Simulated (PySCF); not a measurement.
```xyz
3
charge 1 multiplicity 5, angstrom
Co    0.0000    0.0000    0.0000
Cl    2.0603    0.0000    0.0000
Cl   -2.0603    0.0000    0.0000
```

Method: UPBE0/[Co def2-SVP, Cl def2-SVP], no relativity, density fitting, PySCF.

This geometry of CoCl₂⁺ is a stationary point at this level.

Problem. What is the point group?

Solution. D∞h.

Problem. Is it a minimum?

Solution. Yes: all harmonic wavenumbers are real, though the softest, 42 cm⁻¹, leaves little margin.

Problem. What are the dipole moment and the gap between the highest occupied and lowest empty levels of either spin?

Solution. 0.00 D about the centre of mass and 3.21 eV.

Problem. Give the ideal-gas entropy at 298.15 K and 1 bar by parts.

Solution. translation 169.5, rotation 70.7, vibration 49.9, spin 13.4; total 303.5 J/(mol K).

This need not be the most stable arrangement of these atoms. Other spin states or occupations of the open shell can lie lower.
